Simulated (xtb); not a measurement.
C5H8O3 (SMILES C=CC(=O)OCCO), singlet, from a rough starting geometry; GFN2-xTB (xtb).

The xtb input:
```
$ xtb mol.xyz --gfn 2 --opt vtight --json

# file mol.xyz
16

C      3.34561625     0.42442851     0.30660682
C      2.15782930     0.56433987    -0.36875672
C      1.02240546    -0.26087717     0.02878958
O      0.91213855    -0.97829045     0.94167590
O      0.02807872     0.14681898    -0.82469337
C     -1.30554350    -0.58386251    -0.57386333
C     -2.05982769     0.08929602     0.50155331
O     -3.33439381    -0.40672382     0.57434665
H      4.21142152     1.04499971    -0.03670086
H      3.44113583    -0.17866574     1.13865488
H      2.08894017     1.18030965    -1.33974246
H     -1.86423736    -0.53275492    -1.57542341
H     -1.12164931    -1.65719787    -0.35929830
H     -1.57401792     0.00248637     1.52970689
H     -2.16578979     1.23163744     0.32322464
H     -3.85434415    -0.18995908    -0.13092918
```

What the program printed (banner, timings and long lists left out):

```
   ID    Z sym.   atoms
    1    6 C      1-3, 6, 7
    2    8 O      4, 5, 8
    3    1 H      9-16

           -------------------------------------------------
          |                Calculation Setup                |
           -------------------------------------------------

           -------------------------------------------------
          |                 G F N 2 - x T B                 |
           -------------------------------------------------

          ...................................................
          :                      SETUP                      :
          :.................................................:
          :  # basis functions                  40          :
          :  # atomic orbitals                  40          :
          :  # shells                           24          :
          :  # electrons                        46          :
          :  max. iterations                   250          :
          :  Hamiltonian                  GFN2-xTB          :
          :  restarted?                      false          :
          :  GBSA solvation                  false          :
          :  PC potential                    false          :
          :  electronic temp.          300.0000000     K    :
          :  accuracy                    1.0000000          :
          :  -> integral cutoff          0.2500000E+02      :
          :  -> integral neglect         0.1000000E-07      :
          :  -> SCF convergence          0.1000000E-05 Eh   :
          :  -> wf. convergence          0.1000000E-03 e    :
          :  Broyden damping             0.4000000          :
          :  net charge                          0          :
          :  unpaired electrons                  0          :
          ...................................................

 iter      E             dE          RMSdq      gap      omega  full diag
   1    -27.1402715 -0.271403E+02  0.506E+00    4.08       0.0  T
   2    -27.1847973 -0.445258E-01  0.270E+00    3.50       1.0  T
   3    -27.1793196  0.547766E-02  0.148E+00    3.79       1.0  T
   4    -27.1833250 -0.400539E-02  0.658E-01    3.60       1.0  T
   5    -27.1896765 -0.635145E-02  0.129E-01    3.69       1.0  T
   6    -27.1897887 -0.112246E-03  0.555E-02    3.69       1.0  T
   7    -27.1897920 -0.332101E-05  0.152E-02    3.68       1.6  T
   8    -27.1897924 -0.382206E-06  0.521E-03    3.68       4.8  T
   9    -27.1897925 -0.593280E-07  0.154E-03    3.69      16.3  T
  10    -27.1897925 -0.291256E-08  0.694E-04    3.69      36.0  T
  11    -27.1897925 -0.101776E-08  0.194E-04    3.69     128.6  T

   *** convergence criteria satisfied after 11 iterations ***

         :::::::::::::::::::::::::::::::::::::::::::::::::::::
         ::                     SUMMARY                     ::
         :::::::::::::::::::::::::::::::::::::::::::::::::::::
         :: total energy             -26.913531894671 Eh    ::
         :: gradient norm              0.218085395458 Eh/a0 ::
         :: HOMO-LUMO gap              3.685281072140 eV    ::
         ::.................................................::
         :: SCC energy               -27.189810008369 Eh    ::
         :: -> isotropic ES            0.066579333510 Eh    ::
         :: -> anisotropic ES          0.000694258594 Eh    ::
         :: -> anisotropic XC          0.005560675905 Eh    ::
         :: -> dispersion             -0.009268017079 Eh    ::
         :: repulsion energy           0.276278113697 Eh    ::
         :: add. restraining           0.000000000000 Eh    ::
         :: total charge              -0.000000000000 e     ::
         :::::::::::::::::::::::::::::::::::::::::::::::::::::

      -----------------------------------------------------------
     |                   =====================                   |
     |                        A N C O P T                        |
     |                   =====================                   |
     |               Approximate Normal Coordinate               |
     |                Rational Function Optimizer                |
      -----------------------------------------------------------
      -----------------------------------------------------------
     |                   =====================                   |
     |                        A N C O P T                        |
     |                   =====================                   |
     |               Approximate Normal Coordinate               |
     |                Rational Function Optimizer                |
      -----------------------------------------------------------

          ...................................................
          :                      SETUP                      :
          :.................................................:
          :   optimization level         verytight          :
          :   max. optcycles                   320          :
          :   ANC micro-cycles                  20          :
          :   degrees of freedom                42          :
          :.................................................:
          :   RF solver                   davidson          :
          :   write xtbopt.log                true          :
          :   linear?                        false          :
          :   energy convergence         0.1000000E-06 Eh   :
          :   grad. convergence          0.2000000E-03 Eh/α :
          :   maxmium RF displ.          1.0000000          :
          :   Hlow (freq-cutoff)         0.1000000E-01      :
          :   Hmax (freq-cutoff)         5.0000000          :
          :   S6 in model hess.         20.0000000          :
          ...................................................

generating ANC from exact Hessian ...
Using Lindh-Hessian (1995)
 Shifting diagonal of input Hessian by    8.8401426539765852E-003
 Lowest  eigenvalues of input Hessian
[...]
 * total energy  :   -26.9473897 Eh     change       -0.3008981E-03 Eh
 * total energy  :   -26.9474367 Eh     change       -0.4698135E-04 Eh
 * total energy  :   -26.9474760 Eh     change       -0.3938227E-04 Eh
 * total energy  :   -26.9474959 Eh     change       -0.1982455E-04 Eh
 * total energy  :   -26.9475031 Eh     change       -0.7199504E-05 Eh
 * total energy  :   -26.9475059 Eh     change       -0.2824292E-05 Eh
 * total energy  :   -26.9475075 Eh     change       -0.1558257E-05 Eh
 * total energy  :   -26.9475081 Eh     change       -0.6504680E-06 Eh
 * total energy  :   -26.9475084 Eh     change       -0.2876827E-06 Eh
 * total energy  :   -26.9475085 Eh     change       -0.1173393E-06 Eh
 * total energy  :   -26.9475086 Eh     change       -0.1030317E-06 Eh
 * total energy  :   -26.9475087 Eh     change       -0.9004000E-07 Eh
   *** GEOMETRY OPTIMIZATION CONVERGED AFTER 16 ITERATIONS ***
         :: total energy             -26.947508700104 Eh    ::
[...]
         :::::::::::::::::::::::::::::::::::::::::::::::::::::

           -------------------------------------------------
          |                Property Printout                |
           -------------------------------------------------

    * Orbital Energies and Occupations

         #    Occupation            Energy/Eh            Energy/eV
      -------------------------------------------------------------
         1        2.0000           -0.7485902             -20.3702
       ...           ...                  ...                  ...
        11        2.0000           -0.5661611             -15.4060
        12        2.0000           -0.5573497             -15.1663
        13        2.0000           -0.5350555             -14.5596
        14        2.0000           -0.5231847             -14.2366
        15        2.0000           -0.5159660             -14.0402
        16        2.0000           -0.4973797             -13.5344
        17        2.0000           -0.4956692             -13.4878
        18        2.0000           -0.4707796             -12.8106
        19        2.0000           -0.4663548             -12.6902
        20        2.0000           -0.4492696             -12.2252
        21        2.0000           -0.4443827             -12.0923
        22        2.0000           -0.4236089             -11.5270
        23        2.0000           -0.4208128             -11.4509 (HOMO)
        24                         -0.2816255              -7.6634 (LUMO)
        25                         -0.1712895              -4.6610
        26                         -0.0128808              -0.3505
        27                          0.0783953               2.1332
        28                          0.0880210               2.3952
        29                          0.1062684               2.8917
        30                          0.1253896               3.4120
        31                          0.1407420               3.8298
        32                          0.1468384               3.9957
        33                          0.1635693               4.4509
        34                          0.1785255               4.8579
       ...                                ...                  ...
        40                          0.7045043              19.1705
      -------------------------------------------------------------
                  HL-Gap            0.1391873 Eh            3.7875 eV
             Fermi-level           -0.3512192 Eh           -9.5572 eV

     #   Z          covCN         q      C6AA      α(0)
     1   6 C        2.842    -0.058    29.443     8.893
     2   6 C        2.888    -0.059    29.454     8.898
     3   6 C        2.724     0.355    20.979     7.498
     4   8 O        0.856    -0.404    21.769     6.255
     5   8 O        1.705    -0.272    18.512     5.809
     6   6 C        3.699     0.065    19.649     6.340
     7   6 C        3.672     0.073    19.593     6.344
     8   8 O        1.656    -0.430    21.433     6.250
     9   1 H        0.926     0.066     2.131     2.283
    10   1 H        0.926     0.081     1.966     2.193
    11   1 H        0.926     0.066     2.129     2.282
    12   1 H        0.924     0.055     2.256     2.349
    13   1 H        0.924     0.068     2.111     2.272
    14   1 H        0.924     0.073     2.048     2.238
    15   1 H        0.923     0.031     2.571     2.508
    16   1 H        0.805     0.290     0.751     1.361

 Mol. C6AA /au·bohr⁶  :       2392.089938
 Mol. C8AA /au·bohr⁸  :      52846.127988
 Mol. α(0) /au        :         73.771086

Wiberg/Mayer (AO) data.
largest (>0.10) Wiberg bond orders for each atom

 ---------------------------------------------------------------------------
     #   Z sym  total        # sym  WBO       # sym  WBO       # sym  WBO
 ---------------------------------------------------------------------------
     1   6 C    3.978 --     2 C    1.930     9 H    0.975    10 H    0.970
     2   6 C    3.988 --     1 C    1.930     3 C    1.013    11 H    0.964
     3   6 C    3.918 --     4 O    1.736     5 O    1.106     2 C    1.013
     4   8 O    2.043 --     3 C    1.736     5 O    0.170
     5   8 O    2.298 --     3 C    1.106     6 C    0.952     4 O    0.170
     6   6 C    3.928 --     7 C    0.980    12 H    0.970    13 H    0.967
                             5 O    0.952
     7   6 C    3.953 --     8 O    1.010     6 C    0.980    14 H    0.970
                            15 H    0.969
     8   8 O    1.970 --     7 C    1.010    16 H    0.901
     9   1 H    0.995 --     1 C    0.975
    10   1 H    0.993 --     1 C    0.970
    11   1 H    0.996 --     2 C    0.964
    12   1 H    0.997 --     6 C    0.970
    13   1 H    0.995 --     6 C    0.967
    14   1 H    0.995 --     7 C    0.970
    15   1 H    0.999 --     7 C    0.969
    16   1 H    0.916 --     8 O    0.901
 ---------------------------------------------------------------------------

Topologies differ in total number of bonds
Writing topology from bond orders to xtbtopo.mol

molecular dipole:
                 x           y           z       tot (Debye)
 q only:        0.192       0.622      -0.841
   full:        0.197       0.765      -1.157       3.561
molecular quadrupole (traceless):
                xx          xy          yy          xz          yz          zz
 q only:        7.071       1.830      -3.108       4.655       2.625      -3.963
  q+dip:        5.721       0.621      -2.330       7.293       2.531      -3.391
   full:        6.056       0.666      -2.266       6.667       3.785      -3.790

optimized geometry written to: xtbopt.xyz

           -------------------------------------------------
          | TOTAL ENERGY              -26.947508700104 Eh   |
          | GRADIENT NORM               0.000062170950 Eh/α |
          | HOMO-LUMO GAP               3.787479910932 eV   |
           -------------------------------------------------

normal termination of xtb
```
